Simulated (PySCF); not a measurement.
Compound: C₆H₇NO.
Bonds: C1–N2 (aromatic), N2–O3 (aromatic), O3–C4 (aromatic), C4–C5 (aromatic), C5–C6, C6–C7, C7–C8, C1–C5 (aromatic), C6–C8. Hydrogens: H9 on C1; H10 on C4; H11 on C6; H12, H13 on C7; H14, H15 on C8.

The closed-shell SCF was solved with PySCF and density fitting under several settings on one GFN2-xTB geometry (grid level 2 and gas phase unless stated).

```
                                                      settings  basis functions  SCF cycles     E (Eh)  HOMO (eV)  LUMO (eV)  dipole (D)
                                                 PBE0/pcSseg-1              171          14  -362.2782      -7.10      -0.40        3.61
                                                PBE0/def2-SVPD              219          14  -362.0773      -7.11      -0.49        3.65
      B97-2/6-31G*, energy threshold 1e-08 Eh, start guess sap              126          14  -362.6086      -6.57      -0.08        3.50
                       PBE/pcSseg-1, energy threshold 1e-08 Eh              171          11  -362.2640      -6.01      -1.33        3.45
B97-D/def2-SVPD, IEF-PCM chloroform, energy threshold 1e-06 Eh              219           9  -362.2333      -5.90      -1.36        4.43
```

Task: Estimate the row for these settings: PBE0/pcSseg-1, IEF-PCM benzene.

Result: 
```
                      settings  basis functions  SCF cycles     E (Eh)  HOMO (eV)  LUMO (eV)  dipole (D)
PBE0/pcSseg-1, IEF-PCM benzene              171          14  -362.2828      -7.06      -0.41        4.07
```

Task: Over all rows, what range does the HOMO–LUMO gap span?

Result: From 4.54 eV (B97-D/def2-SVPD, IEF-PCM chloroform, energy threshold 1e-06 Eh) to 6.70 eV (PBE0/pcSseg-1). The functional of the narrowest has no exact exchange, that of the widest 25 % exact exchange.

Task: And the dipole moment?

Result: From 3.45 D (PBE/pcSseg-1, energy threshold 1e-08 Eh) to 4.43 D (B97-D/def2-SVPD, IEF-PCM chloroform, energy threshold 1e-06 Eh); the largest is 1.28 times the smallest, and the median is 3.63 D.

Task: Compare two rows with the functional PBE0: PBE0/pcSseg-1 and PBE0/def2-SVPD. Which energy is lower, and by how much?

Result: PBE0/pcSseg-1 (171 functions) lies 0.2009 Eh or 126 kcal/mol below PBE0/def2-SVPD (219 functions). The smaller set gives the lower energy; the two sets aren't nested, so the variational bound doesn't order them by size.

B97-D ran without the empirical dispersion term, which would shift the total energy alone. Cycle counts include a coarse-grid stage where the run had one. All basis functions are spherical, in the Pople sets too. The structure is a single GFN2-xTB conformer; no vibrational corrections.

The values belong to the conformer `[cH:1]1[n:2][o:3][cH:4][c:5]1[CH:6]1[CH2:7][CH2:8]1`: C4–C5–C6–C7 -33°.
